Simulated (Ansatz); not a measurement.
Geometry optimisation, Ansatz, RKS PBE0-D4/def2-SVP.

input.yaml

```yaml
crystal:
  periodic: [false, false, false]
  atoms:
    - { symbol: C, position_ang: [-0.3156, 0.27, 1.5406] }
    - { symbol: C, position_ang: [0.5547, 0.31, 0.3086] }
    - { symbol: Si, position_ang: [1.1224, -1.4242, -0.0804] }
    - { symbol: B, position_ang: [-0.0955, 0.9337, -0.9805] }
    - { symbol: "N", position_ang: [-1.4127, 0.2541, -1.5737] }
    - { symbol: F, position_ang: [0.3896, 2.1061, -1.6229] }
    - { symbol: H, position_ang: [-0.6867, 1.3497, 1.7495] }
    - { symbol: H, position_ang: [-1.21, -0.3208, 1.3571] }
    - { symbol: H, position_ang: [0.1903, -0.0369, 2.4628] }
    - { symbol: H, position_ang: [1.4511, 0.9381, 0.5589] }
    - { symbol: H, position_ang: [1.8602, -1.9595, 1.1229] }
    - { symbol: H, position_ang: [0.0225, -2.2802, -0.353] }
    - { symbol: H, position_ang: [2.015, -1.3683, -1.2379] }
    - { symbol: H, position_ang: [-1.19326, -0.0746, -2.53048] }
    - { symbol: H, position_ang: [-1.59918, -0.62739, -1.01412] }
basis:
  gaussian: { orbitals: def2-SVP }
hamiltonian:
  xc: pbe0
  dispersion: d4
relax:
  f_tol: 0.015
  max_steps: 40
```

Launched with:

```bash
$ ansatz run input.yaml --threads 2 --pin off --max-ram 3072MiB --backend cpu --events-out ev --progress --plain --runs-dir out
```

Q: Where does it end, and by what steps?

A: It converged. After 24 steps the energy has fallen by 1.315 eV; F6 moved furthest, 1.36 Å.

```csv
step,energy less start (eV),largest force component (eV/Å),accepted
0,0.0000,3.489,yes
1,-0.8183,2.251,yes
2,-1.0194,2.389,yes
3,-1.1809,0.488,yes
4,-1.2382,0.444,yes
5,-1.2727,0.227,yes
6,-1.2822,0.148,yes
7,-1.2847,0.137,yes
8,-1.2878,0.211,yes
9,-1.2903,0.071,yes
10,-1.2925,0.102,yes
11,-1.2928,0.271,yes
12,-1.2979,0.225,yes
13,-1.2934,0.453,no
14,-1.3011,0.074,yes
15,-1.3032,0.155,yes
16,-1.3067,0.191,yes
17,-1.3090,0.179,yes
18,-1.3114,0.213,yes
19,-1.3129,0.156,yes
20,-1.3138,0.169,yes
21,-1.3145,0.116,yes
22,-1.3146,0.057,yes
23,-1.3150,0.035,yes
24,-1.3150,0.012,yes
```

```xyz
15
Properties=species:S:1:pos:R:3
C -0.469 0.136 1.408
C 0.528 0.210 0.250
Si 1.501 -1.404 0.069
B -0.096 0.593 -1.142
N -1.470 0.624 -1.401
F 0.733 0.907 -2.157
H -1.018 1.084 1.534
H -1.218 -0.657 1.247
H 0.020 -0.085 2.370
H 1.306 0.970 0.457
H 2.148 -1.760 1.373
H 0.575 -2.522 -0.302
H 2.561 -1.294 -0.977
H -1.837 0.858 -2.314
H -2.171 0.410 -0.708
```

Whether the end is a true minimum wasn't checked by a vibrational analysis.

Run time: 68 s on 2 threads of Intel(R) Xeon(R) 6975P-C (Granite Rapids) (shared host), peak memory 0.41 GiB.
